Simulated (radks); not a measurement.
Task: Sb+, configuration [Kr] 4d10 5s2 6p2 (not the ground configuration). All-electron calculation, Dirac Kohn-Sham, BLYP, spin-unpolarised, spherical densities, finite nucleus; open shells fill j = l - 1/2 first; Fermi nuclear charge, rms radius 4.6802 fm. Program: a radial shooting solver on a logarithmic mesh with Libxc functionals. Some entries of the table are withheld. Estimate them.

orbital,occ.,eigenvalue (eV),<1/r> (bohr^-1),<r> (bohr)
1s1/2,2,-30306.30,54.32,(1)
2s1/2,2,-4625.995,12.62,0.1222
2p1/2,2,-4329.550,12.61,(2)
2p3/2,4,-4077.606,11.70,(3)
3s1/2,2,-921.4671,4.475,0.3303
3p1/2,2,-800.2417,4.385,0.3209
3p3/2,4,-753.7637,4.163,0.3322
3d3/2,4,-539.5165,4.013,(4)
3d5/2,6,-529.8552,3.955,(5)
4s1/2,2,(6),(7),0.7904
4p1/2,2,-125.7926,1.658,0.8318
4p3/2,4,-117.1619,1.586,0.8609
4d3/2,4,-52.2402,1.312,1.015
4d5/2,6,-50.9819,1.294,1.028
5s1/2,2,(8),0.6367,2.042
6p1/2,2,-5.7675,0.2233,5.675
6p3/2,0,-5.5888,0.2193,5.787

Result: 
(1) 1s1/2 <r> (bohr): 0.02842
(2) 2p1/2 <r> (bohr): 0.1032
(3) 2p3/2 <r> (bohr): 0.1087
(4) 3d3/2 <r> (bohr): 0.3033
(5) 3d5/2 <r> (bohr): 0.3069
(6) 4s1/2 eigenvalue (eV): -166.8131
(7) 4s1/2 <1/r> (bohr^-1): 1.772
(8) 5s1/2 eigenvalue (eV): -28.3484
